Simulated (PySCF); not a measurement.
A small calculation by hand: refractive index and permittivity of the vapour

AlHFCl, SMILES [F][AlH][Cl].

The structure is a stationary point at PBE-D3(BJ)/def2-TZVP.

PBE/def2-TZVPD (PySCF) gives a mean static polarisability of 41.2 bohr³ and a dipole moment of 1.26 D. Take an ideal gas at 298.15 K and 0.01 bar, whether or not the substance is that volatile.

Problem. Work out n − 1 in the optical limit and the static ε − 1.

Solution. 
Polarisability volume α' = 41.2 × 0.148185 = 6.11 Å³. Number density N = p/kT = 2.43e-7 Å⁻³.
Dilute limit of Lorentz–Lorenz: n − 1 = 2π N α' = 9.3e-6.
Orientation term of Debye: μ²/(3kT) = 8.098 Å³ × μ²(D²) = 12.86 Å³.
ε − 1 = 4π N (α' + μ²/3kT) = 5.8e-5. Orientation of the dipole supplies 68 % of the static response; it can't follow optical fields. Vibrational polarisation and dispersion are left out.
